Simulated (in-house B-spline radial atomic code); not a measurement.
**Ionising Pr4+ with different functionals**

Computed with a radial B-spline atomic code at the basis-set limit: scalar-relativistic (spin-free X2C) Hamiltonian, Fermi nucleus of rms radius 4.8919 fm, spin-polarised at highest spin, spherical fractional occupations for the functionals, and exact exchange of hybrids averaged over the configuration. The ionisation energy is the difference of two self-consistent energies, [Xe] 4f1 → [Kr] 4d10 5s2 5p6, without Breit or QED terms; ε is the level of the shell that loses the electron (its least bound occupied spin orbital). There is no spin-orbit coupling in this Hamiltonian.

```tsv
method	rung	ΔSCF (eV)	-ε(4f) (eV)
PBE0	global hybrid	58.75	51.84
B3LYP	global hybrid	?	?
TPSSh	global hybrid	58.64	49.82
BHandHLYP	global hybrid	58.17	54.53
r2SCAN0	global hybrid	58.37	51.53
B97-1	global hybrid	58.74	51.31
HSE06	range-separated hybrid	?	?
wB97X	range-separated hybrid	58.64	54.18
CAM-B3LYP	range-separated hybrid	58.78	53.25
LC-wPBE	range-separated hybrid	58.97	54.34
```

(1) What does B3LYP give?

(2) What does HSE06 give?

(3) Among the functionals, which spreads more, the ΔSCF values or the orbital energies?

(4) How do they compare with the NIST value?

Answers

(1) ΔSCF 58.84 eV, and -ε(4f) = 51.27 eV.

(2) ΔSCF 58.68 eV, and -ε(4f) = 51.35 eV.

(3) The orbital energies: ΔSCF values span about 0.79 eV and the orbital energies 4.71 eV; here energy differences depend much less on the functional than eigenvalues do.

(4) NIST lists 57.53 eV ± 0.05 (semi-empirical, ground level to ground level). Errors run from +0.64 to +1.44 eV; BHandHLYP is closest (+0.64 eV), but part of that can be cancellation, since the calculations leave out spin-orbit coupling, Breit-QED terms, multiplet and fine-structure energies.
